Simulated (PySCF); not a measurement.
# Diatomic cations of Li with the fourth-period p block

PBE0 with double-zeta basis sets in PySCF, for the lowest determinant that a PBE0 search found; no spin–orbit coupling. De refers to high-spin ground-configuration atoms (the charge goes to the atom of lower measured ionisation energy or higher electron affinity, which is not always the lowest computed limit). A positive dipole points towards Li; it is taken about the centre of mass and depends on that origin.

| M | basis | charged atom | state (unpaired electrons) | Re (Å) | ωe (cm⁻¹) | De (eV) | μ (D) |
| --- | --- | --- | --- | --- | --- | --- | --- |
| Ga | def2-SVP | Li+ | doublet (σ ↑) | 3.074 | 183 | 1.18 | 8.73 |
| Ge | jorge-DZP-DKH | Li+ | triplet (σ ↑, π ↑) | 2.877 | 231 | 0.85 | 9.19 |
| As | pcseg-1 | Li+ | quartet (σ ↑, π ↑↑) | 2.787 | 221 | 0.41 | 9.77 |
| Se | def2-SVPD | Li+ | triplet (π ↑↑) | 2.585 | 315 | 0.91 | 8.84 |
| Br | jorge-DZP-DKH | Li+ | doublet (π ↑) | 2.673 | 273 | 0.59 | 10.12 |

Question: By what factor does the harmonic wavenumber vary along the series?

Answer: At PBE0 it runs from 183 cm⁻¹ (LiGa⁺) to 315 cm⁻¹ (LiSe⁺), a factor of 1.72.

The rows differ in basis set, which adds steps of its own.

The state changes along the series, so neighbouring rows are not always alike in their bonding.

Weak bonds: LiAs⁺. Basis-set superposition, not corrected here, can be much of De in a small basis, most of all at correlated wavefunction levels. Spin–orbit coupling is left out. For an ion De counts to the pair picked by the measured ionisation energies or electron affinities, which need not be the lowest pair at this level. States were picked by a PBE0 search and need not be the measured ground states.
